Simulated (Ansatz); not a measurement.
Reaction (isomerisation): `C=C=C(F)N[SiH3]` → `NC1(F)C=C[SiH2]1`

Computed with Ansatz on PBE0-D4/def2-TZVP structures; ΔE is electronic, products minus reactants. CBS: MP2 limit from def2 TZ/QZ plus the TZ coupled-cluster correction, frozen cores. DFT in def2-TZVPP. B3LYP here is the variant with VWN-RPA as its local correlation; programs differ in this. One conformer a species, not always the lowest.

CCSD(T)/CBS gives -35.6 kJ/mol.

Task: Another level gave -37.4 kJ/mol. Which?
A. PBE0-D4/def2-TZVPP
B. SCS-MP2/def2-TZVPP
C. B3LYP-D4/def2-TZVPP
D. B2PLYP/def2-TZVPP

Result: A. PBE0-D4 -37.4, SCS-MP2/def2-TZVPP -29.7, B2PLYP -19.0, B3LYP-D4 -11.2 kJ/mol.

Largest T1 diagnostic among the species: 0.013.

From PBE to PBE0 (25 % exact exchange), in def2-TZVPP and without D4, ΔE moves by −9.2 kJ/mol. The D4 term adds −3.3 kJ/mol with B3LYP and −1.3 kJ/mol with PBE0; it sums over pairs of atoms, weighted by their polarisabilities, and B3LYP, whose exchange is more repulsive, gets the larger term. In def2-TZVPP, CCSD(T) changes the Hartree–Fock value by −18.0 kJ/mol (the triples alone add −0.7 kJ/mol) and MP2 by −24.8 kJ/mol.
